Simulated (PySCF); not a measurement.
# Correlation energy of Ne(2+) (neon, charge +2)

[He] 2s2 2p4, high-spin 3P determinant. Calculation: PySCF 2.14, in x2c-QZVPPall with one added diffuse shell each of s, p, d, f type (8s5p4d3f1g, 73 functions); scalar relativity by spin-free X2C-1e. Frozen: 1s2; 6 electrons correlated.

| level | correlation energy (mhartree) |
| --- | --- |
| CCSD | -171.03 |
| (T) | -1.78 |
| CCSD(T) | -172.81 |

Diagnostics: T1 = 0.0027, D1 = 0.0063, largest double amplitude 0.021.

Question: Is a single reference adequate?

Answer: Yes: T1 lies below 0.03 and no double amplitude reaches 0.07.
